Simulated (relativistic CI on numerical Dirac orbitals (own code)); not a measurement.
Ti³⁺ in a cubic cluster: 2p photoemission with charge transfer

Computed with a charge-transfer multiplet model of a cubic metal-ligand cluster with up to 2 ligand holes, Slater and spin-orbit integrals from Dirac-Coulomb-Breit ions, Slater integrals scaled by 0.9. The parameters are those of a tetrahedral site (10Dq negative, t2 hopping the larger). The ground state mixes d1 with configurations of k ligand holes L, whose averages lie at kΔ + k(k − 1)U_dd/2; a core hole lowers each added d electron by U_cd. 300 K, Lorentzian 0.6 eV and Gaussian 0.8 eV FWHM.

Atomic integrals in eV (Slater integrals scaled, ζ unscaled), ground: F2dd 7.400, F4dd 4.602, zeta_d 0.017; with the core hole: F2dd 7.400, F4dd 4.602, zeta_d 0.032, zeta_core 3.741, F2cd 5.699, G1cd 4.259, G3cd 2.418. Where a configuration has fewer than two d electrons, the dd integrals are those of d2.

Cluster parameters (eV): Δ = 2.9, U_dd = 4.2, U_cd = 4.9, 10Dq = -0.4, 10Dq(ligand) = 0, final-state hopping factor = 1.

Weights, n_d and S are thermal averages at 300 K. Binding energies count from the first peak over 30 % of the highest in each spectrum, which can be another peak from case to case. The parameters are a model scan and need not match a compound or its usual spin state. Peaks in eV (height, largest 100): 0.0 (100), 6.6 (50), 14.4 (9).

**Question.** Which parameters give this spectrum?
A. V(eg) = 1.2 eV, V(t2g) = -2.04 eV
B. V(eg) = 0.9 eV, V(t2g) = -1.53 eV
C. V(eg) = 1.8 eV, V(t2g) = -3.06 eV

**Answer.** B. V(eg) = 0.9 eV, V(t2g) = -1.53 eV; the ground state then has 1.57 d electrons and S = 0.50. The choice follows from running the model for each set and comparing peak positions and heights. The space is cut while the next configuration still counts.
